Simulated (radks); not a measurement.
Initial-state core-level shifts of the samarium ion Sm2+ when its valence configuration changes from [Xe] 4f6. Method: Dirac Kohn-Sham, PBE, spin-unpolarised, spherical densities, finite nucleus; open shells fill j = l - 1/2 first; Fermi nuclear charge, rms radius 5.0819 fm; computed with a radial shooting solver on a logarithmic mesh with Libxc functionals. Shifts are changes of the shell-averaged eigenvalues in eV (positive: less bound); the change of the density at the nucleus, which sets a Mossbauer isomer shift, is in e/bohr^3, on a base of 5.331e+05.

valence	1s	2s	3p	5s	density at nucleus
4f4 5d2	-13.716	-14.975	-17.034	-7.136	+55.00
4f4.5 5d1.5	-9.916	-10.808	-12.266	-5.308	+39.25
4f5 6p1	-9.992	-10.667	-11.504	-7.106	+31.10
4f3 5d3	-21.899	-23.989	-27.405	-10.785	+89.86
4f2.5 5d1.5 6s2	-32.733	-35.600	-39.621	-18.526	+220.63
4f5 5d1	-6.341	-6.900	-7.812	-3.494	+24.75
4f3.5 5d1.5 6p1	-21.643	-23.441	-26.095	-12.715	+79.25
4f4 5d1 6s1	-16.597	-17.989	-19.982	-9.897	+102.23
4f4 6p2	-21.530	-23.079	-24.991	-14.567	+70.99
